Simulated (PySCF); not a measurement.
Species: `CC(C)OC1=CC=C[SiH2]1`. The columns A, B, C and D hold Mulliken, IAO, Hirshfeld and ESP-fitted charges (e) of one PBE0/pcSseg-1 density (PySCF), in a shuffled order. Coordinates in Å (PBE0-D3(BJ)/def2-SVP); the density's dipole moment is (-1.19, 0.95, 0.12) D.

```tsv
atom	x	y	z	A	B	C	D
C1	-2.869	-0.431	0.427	-0.216	-0.597	-0.119	-0.414
C2	-1.532	0.222	0.153	-0.105	+0.666	+0.057	+0.113
C3	-1.590	1.264	-0.949	-0.230	-0.628	-0.123	-0.423
O4	-0.628	-0.819	-0.202	-0.437	-0.364	-0.094	-0.311
C5	0.676	-0.620	0.016	-0.028	+0.045	-0.011	-0.054
C6	1.634	-1.451	-0.467	-0.171	-0.256	-0.096	-0.232
C7	3.012	-1.126	-0.080	-0.098	-0.065	-0.036	-0.109
C8	3.239	-0.055	0.718	-0.417	-0.513	-0.175	-0.483
Si9	1.576	0.688	1.081	+0.667	+0.562	+0.309	+0.693
H10	-3.608	0.318	0.744	+0.116	+0.149	+0.047	+0.143
H11	-2.773	-1.189	1.218	+0.128	+0.150	+0.045	+0.150
H12	-3.243	-0.926	-0.482	+0.121	+0.158	+0.044	+0.145
H13	-1.165	0.694	1.087	+0.122	-0.059	+0.033	+0.115
H14	-2.260	2.090	-0.668	+0.117	+0.149	+0.046	+0.143
H15	-1.963	0.810	-1.879	+0.121	+0.168	+0.043	+0.144
H16	-0.593	1.684	-1.146	+0.132	+0.159	+0.039	+0.145
H17	1.402	-2.315	-1.096	+0.095	+0.168	+0.045	+0.153
H18	3.825	-1.761	-0.453	+0.103	+0.149	+0.050	+0.148
H19	4.239	0.245	1.033	+0.114	+0.201	+0.042	+0.157
H20	1.377	2.090	0.599	-0.070	-0.126	-0.073	-0.112
H21	1.145	0.629	2.513	-0.064	-0.117	-0.073	-0.107
```

**Question.** Which column most likely holds the ESP-fitted charges?

**Answer.** B. Σ q r misses the density's dipole by 0.01 D (B), 0.27 D (C), 1.93 D (D), 3.71 D (A). Charges fitted to the outside potential are the only set here that is tied to the molecule's multipoles.

**Question.** And the Hirshfeld charges?

**Answer.** C. The mean sizes are 0.076 e (C), 0.175 e (A), 0.214 e (D), 0.260 e (B), and Hirshfeld charges are commonly the smallest of these schemes.

As computed, A = Mulliken, B = ESP-fitted, C = Hirshfeld, D = IAO. Hydrogens on carbon: Mulliken +0.10 to +0.13, ESP-fitted -0.06 to +0.20, Hirshfeld +0.03 to +0.05, IAO +0.11 to +0.16 e.

The Hirshfeld scheme divides the density at each point in proportion to the densities of the neutral, spherically averaged free atoms. The Mulliken scheme counts on each atom the diagonal of the density matrix times the overlap matrix over that atom's basis functions.

One conformer (not necessarily the lowest) at the PBE0-D3(BJ)/def2-SVP geometry, without solvent, vibrations or thermal averaging.

These values come from a run that also computed NMR shieldings. On one thread of an AMD EPYC 9R45, shared host with 96 logical CPUs at a one-minute load of 23, this took 25 s of wall time and 1.0 GiB of memory at its peak.

The values belong to the conformer `[CH3:1][CH:2]([CH3:3])[O:4][C:5]1=[CH:6][CH:7]=[CH:8][SiH2:9]1`: C1–C2–O4–C5 -154°, C2–O4–C5–C6 -170°.
